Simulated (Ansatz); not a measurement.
`[SiH3][CH]1[GaH][Se]1` + H₂ → `[CH2]1[GaH][Se]1` + SiH₄ at 500 K and 1 bar (hydrogenolysis of a C–Si bond).

Computed with Ansatz on PBE0-D4/def2-TZVP structures; ΔE is electronic, products minus reactants. CBS: MP2 limit from def2 TZ/QZ plus the TZ coupled-cluster correction, frozen cores. This one scheme is used for every species. For Ga, Se outer-core shells are correlated without core-valence functions, which leaves a few kJ/mol of doubt a bond. Scalar relativity is left out up to krypton.

| species | CCSD(T)/CBS energy (Eh) | H − E (kJ/mol) | S (J/(mol·K)) |
| --- | --- | --- | --- |
| `[SiH3][CH]1[GaH][Se]1` | -4654.77600 | 173.1 | 419.2 |
| H₂ | -1.17544 | 41.0 | 145.5 |
| `[CH2]1[GaH][Se]1` | -4364.48890 | 118.0 | 341.8 |
| SiH₄ | -291.46306 | 102.4 | 230.9 |

H − E and S are ideal-gas, rigid-rotor, harmonic terms from PBE0-D4/def2-TZVP, for one conformer and one mirror image of each species. For small species the MP2-based limit differs from directly extrapolated CCSD(T) by up to some mEh (0.8 for H₂); such offsets cancel only in part. 1 Eh = 2625.50 kJ/mol, R = 8.31446 J/(mol·K).

**Question.** By hand: ΔE, ΔH, ΔS and ΔG.

**Answer.** ΔE = (-4364.48890) + (-291.46306) − (-4654.77600) − (-1.17544) = -0.00052 Eh = -1.4 kJ/mol. Δ(H − E) = 118.0 + 102.4 − 173.1 − 41.0 = 6.3, so ΔH = 4.9 kJ/mol. ΔS = 341.8 + 230.9 − 419.2 − 145.5 = 8.0 J/(mol·K). ΔG = 4.9 − 500 × (8.0)/1000 = 0.9 kJ/mol.

**Question.** By hand: the equilibrium constant, and the temperature at which ΔG would vanish if ΔH and ΔS stayed fixed.

**Answer.** log₁₀ K = −ΔG/(RT ln 10) = -0.1. ΔG = 0 at ΔH/ΔS = 612 K, though so small a ΔH makes that figure unsure.

TΔS isn't small against ΔH here. The sign of ΔG lies within the doubt. A doubt of 5 kJ/mol in ΔE shifts log₁₀ K by 0.5 here. Other conformers and mirror images would add mixing entropy, several J/(mol·K) or more a flexible species. These are equilibria of isolated gas molecules and say nothing of rates. Largest T1 diagnostic: 0.014 (customary marks: 0.02 for closed shells, 0.045 for open ones).
